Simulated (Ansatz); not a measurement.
CH6OSSi can be A, `OC([SiH3])S`, or B, `[SiH3]OCS`.

Program: Ansatz. Geometries: PBE0-D4/def2-TZVP. ΔE: electronic, gas phase. CBS: MP2 limit from def2 TZ/QZ plus the TZ coupled-cluster correction, frozen cores. DFT in def2-TZVPP. B3LYP here is the variant with VWN-RPA as its local correlation; programs differ in this. Each species was taken in one conformer, which may not be the lowest.

(1) Which isomer does CCSD(T)/CBS put lower? Give the gap. (Best estimate.)

(2) Give E(B) − E(A) in kJ/mol with BLYP-D4, B3LYP, MP2/def2-TZVPP, CCSD(T)/def2-SVP, PBE-D4, ωB97M-V, CCSD/def2-TZVPP. (Best estimate.)

(3) Does the order hold for the free energy at 298.15 K (harmonic terms from PBE0-D4)? (Estimate.)

Largest T1 diagnostic: 0.012.

## Answers

(1) The calculation gave: B, by 105.4 kJ/mol.

(2) Computed: BLYP-D4 -103.9, B3LYP -111.8, MP2/def2-TZVPP -108.9, CCSD(T)/def2-SVP -102.5, PBE-D4 -92.4, ωB97M-V -104.6, CCSD/def2-TZVPP -110.6. None reverses the order clearly.

(3) Computed: Yes: G(B) − G(A) = -106.2 kJ/mol, for one conformer each. Modes under 60 cm⁻¹, often nearly free rotors, make the harmonic entropy too high.

In def2-TZVPP, CCSD(T) changes the Hartree–Fock value by +23.8 kJ/mol (the triples alone add +3.5 kJ/mol) and MP2 by +22.0 kJ/mol. Leaving LDA and LC-ωPBE aside and taking each functional with its dispersion term where it has one, the values, not all of them listed here, spread over 24.0 kJ/mol, from BHLYP-D4 to revPBE-D4. LDA lies +3.2 kJ/mol from PBE without D4.
